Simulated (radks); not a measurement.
Results of a calculation; reference values are marked as such.
Xe I, 54 electrons, occupied as [Xe].

Level of theory: non-relativistic Kohn-Sham, exchange-only PBE, spin-polarised, spherical densities, point nucleus; relativity is left out, which matters for an element this heavy (a radial shooting solver on a logarithmic mesh with Libxc functionals).

Energy parts (hartree):
total: -7231.31793
kinetic: 7231.31793
electron-nucleus: -17164.06198
Hartree: 2879.61665
exchange: -178.19054

Orbitals (lengths in bohr, moments of r in powers of bohr; <r^-3> diverges for s and p1/2; r(max) is where P^2 peaks; r(90%) holds 90 % of the orbital's charge):
| orbital | occ. | eigenvalue (hartree) | r(90%) | r(max) | <r^-3> | <r> |
|---|---|---|---|---|---|---|
| 1s | 2 | -1209.955 | 0.0500 | 0.01864 | - | 0.02814 |
| 2s | 2 | -183.4413 | 0.186 | 0.1029 | - | 0.1210 |
| 2p | 6 | -172.6251 | 0.167 | 0.08039 | 5196 | 0.1030 |
| 3s | 2 | -37.40910 | 0.469 | 0.2923 | - | 0.3204 |
| 3p | 6 | -32.83416 | 0.465 | 0.2789 | 982.2 | 0.3107 |
| 3d | 10 | -24.32616 | 0.440 | 0.2267 | 160.6 | 0.2812 |
| 4s | 2 | -6.65203 | 1.07 | 0.6885 | - | 0.7468 |
| 4p | 6 | -5.02854 | 1.13 | 0.7053 | 195.8 | 0.7778 |
| 4d | 10 | -2.24182 | 1.32 | 0.7457 | 24.95 | 0.8716 |
| 5s | 2 | -0.62859 | 2.84 | 1.694 | - | 1.946 |
| 5p | 6 | -0.26992 | 3.57 | 1.935 | 19.54 | 2.361 |

The highest occupied level is 5p at -7.345 eV. The electron density at the nucleus is 1.113e+05 e/bohr^3. The density falls to 0.001 e/bohr^3 at r = 4.49 bohr.
